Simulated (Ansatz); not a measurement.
A first, cheap relaxation of `C[O][Al]1[CH2][O]1`.

```yaml
crystal:
  periodic: [false, false, false]
  atoms:
    - {symbol: C, position_ang: [0.549700, -1.168900, 1.475200]}
    - {symbol: O, position_ang: [-0.140100, -1.650500, 0.326700]}
    - {symbol: Al, position_ang: [-0.117300, -0.398600, -1.057500]}
    - {symbol: C, position_ang: [-0.389300, 1.475000, -1.343000]}
    - {symbol: O, position_ang: [-0.981800, 0.603100, -2.340900]}
    - {symbol: H, position_ang: [1.574800, -0.895200, 1.260200]}
    - {symbol: H, position_ang: [0.486200, -1.880300, 2.275700]}
    - {symbol: H, position_ang: [0.019400, -0.195500, 1.827700]}
    - {symbol: H, position_ang: [-1.267500, 1.953000, -0.701300]}
    - {symbol: H, position_ang: [0.349000, 2.106800, -1.719900]}
basis:
  gaussian: {orbitals: def2-SVP}
hamiltonian: {xc: pbe, dispersion: d4}
relax: {f_tol: 0.03, max_steps: 200}
```

```sh
$ ansatz run in.yaml --threads 4 --pin off --events-out ev --progress --plain --max-ram 10444MiB
```

Shortened log:

```
Functional definition: PBE
mean field -12827.46858423 eV, -471.4007757001 hartree, gradient 5.9e-5 eV, S^2 0.000000; 1 other end points of the search recorded, 0 dependent functions left out
relax step   1: F+E_penalty+E_count = -12827.63118301 eV  Δ(F+E_penalty+E_count) = +0.000e0 eV  max|allowed force component| = 2.697e0 eV/Å  Δτ_max = 0.0000 Å  (46 SCF iters, accepted)
mean field -12828.18729538 eV, -471.4271878476 hartree, gradient 1.3e-5 eV, S^2 0.000000; 0 other end points of the search recorded, 0 dependent functions left out
relax step   2: F+E_penalty+E_count = -12828.34835366 eV  Δ(F+E_penalty+E_count) = -7.172e-1 eV  max|allowed force component| = 1.303e0 eV/Å  Δτ_max = 0.1947 Å  (37 SCF iters, accepted)
mean field -12828.47115315 eV, -471.4376194284 hartree, gradient 9.2e-6 eV, S^2 0.000000; 0 other end points of the search recorded, 0 dependent functions left out
relax step   3: F+E_penalty+E_count = -12828.63330586 eV  Δ(F+E_penalty+E_count) = -2.850e-1 eV  max|allowed force component| = 7.698e-1 eV/Å  Δτ_max = 0.1947 Å  (37 SCF iters, accepted)
mean field -12828.54714367 eV, -471.4404120283 hartree, gradient 2.3e-5 eV, S^2 0.000000; 0 other end points of the search recorded, 0 dependent functions left out
relax step   4: F+E_penalty+E_count = -12828.70746331 eV  Δ(F+E_penalty+E_count) = -7.416e-2 eV  max|allowed force component| = 4.716e-1 eV/Å  Δτ_max = 0.1412 Å  (29 SCF iters, accepted)
mean field -12828.60720229 eV, -471.4426191419 hartree, gradient 8.6e-6 eV, S^2 0.000000; 0 other end points of the search recorded, 0 dependent functions left out
relax step   5: F+E_penalty+E_count = -12828.76634427 eV  Δ(F+E_penalty+E_count) = -5.888e-2 eV  max|allowed force component| = 4.960e-1 eV/Å  Δτ_max = 0.2000 Å  (36 SCF iters, accepted)
mean field -12828.64558153 eV, -471.4440295528 hartree, gradient 1.3e-5 eV, S^2 0.000000; 0 other end points of the search recorded, 0 dependent functions left out
relax step   6: F+E_penalty+E_count = -12828.80371287 eV  Δ(F+E_penalty+E_count) = -3.737e-2 eV  max|allowed force component| = 2.548e-1 eV/Å  Δτ_max = 0.1950 Å  (30 SCF iters, accepted)
mean field -12828.66403964 eV, -471.4447078761 hartree, gradient 2.4e-5 eV, S^2 0.000000; 0 other end points of the search recorded, 0 dependent functions left out
relax step   7: F+E_penalty+E_count = -12828.82152790 eV  Δ(F+E_penalty+E_count) = -1.782e-2 eV  max|allowed force component| = 5.834e-1 eV/Å  Δτ_max = 0.2000 Å  (35 SCF iters, accepted)
mean field -12828.67903428 eV, -471.4452589188 hartree, gradient 2.1e-5 eV, S^2 0.000000; 0 other end points of the search recorded, 0 dependent functions left out
relax step   8: F+E_penalty+E_count = -12828.83688995 eV  Δ(F+E_penalty+E_count) = -1.536e-2 eV  max|allowed force component| = 1.604e-1 eV/Å  Δτ_max = 0.0618 Å  (31 SCF iters, accepted)
mean field -12828.68082141 eV, -471.4453245948 hartree, gradient 2.4e-5 eV, S^2 0.000000; 0 other end points of the search recorded, 0 dependent functions left out
relax step   9: F+E_penalty+E_count = -12828.83859374 eV  Δ(F+E_penalty+E_count) = -1.704e-3 eV  max|allowed force component| = 4.640e-2 eV/Å  Δτ_max = 0.0311 Å  (30 SCF iters, accepted)
mean field -12828.68112364 eV, -471.4453357014 hartree, gradient 2.2e-5 eV, S^2 0.000000; 0 other end points of the search recorded, 0 dependent functions left out
relax step  10: F+E_penalty+E_count = -12828.83892381 eV  Δ(F+E_penalty+E_count) = -3.301e-4 eV  max|allowed force component| = 2.808e-2 eV/Å  Δτ_max = 0.0230 Å  (30 SCF iters, accepted)
mean field -12828.68112364 eV, -471.4453357014 hartree, gradient 2.2e-5 eV, S^2 0.000000; 1 other end points of the search recorded, 0 dependent functions left out
Total energy: -12828.83896457 eV, -471.4511362486 hartree
Atom 0 at     0.643963    -1.391909     1.693165 Å, force     0.004471     0.000631     0.005411 eV/Å
Atom 1 at     0.108342    -1.095590     0.430554 Å, force     0.004135     0.006026    -0.002279 eV/Å
Atom 2 at    -0.251450     0.173106    -0.623904 Å, force    -0.002066    -0.004236    -0.003278 eV/Å
Atom 3 at    -0.589924     1.729443    -1.666290 Å, force     0.009009    -0.005317    -0.028075 eV/Å
Atom 4 at    -0.929551     0.365598    -2.203806 Å, force    -0.001969    -0.002059     0.012151 eV/Å
Atom 5 at     1.757246    -1.399423     1.672381 Å, force    -0.006905    -0.001009    -0.004250 eV/Å
Atom 6 at     0.308848    -2.402246     2.012712 Å, force    -0.002064    -0.002058     0.002160 eV/Å
Atom 7 at     0.324455    -0.666857     2.475844 Å, force     0.002132     0.000012    -0.001966 eV/Å
Atom 8 at    -1.476856     2.382806    -1.526749 Å, force    -0.005645     0.003157     0.003019 eV/Å
Atom 9 at     0.188027     2.253971    -2.261008 Å, force    -0.001099     0.004853     0.017108 eV/Å
Dipole moment:     0.283588    -0.020820     0.641519 e Å
```

It took 11 s on 4 threads of an Arm Neoverse V1 on a shared host, with 0.13 GiB of host memory at the peak.
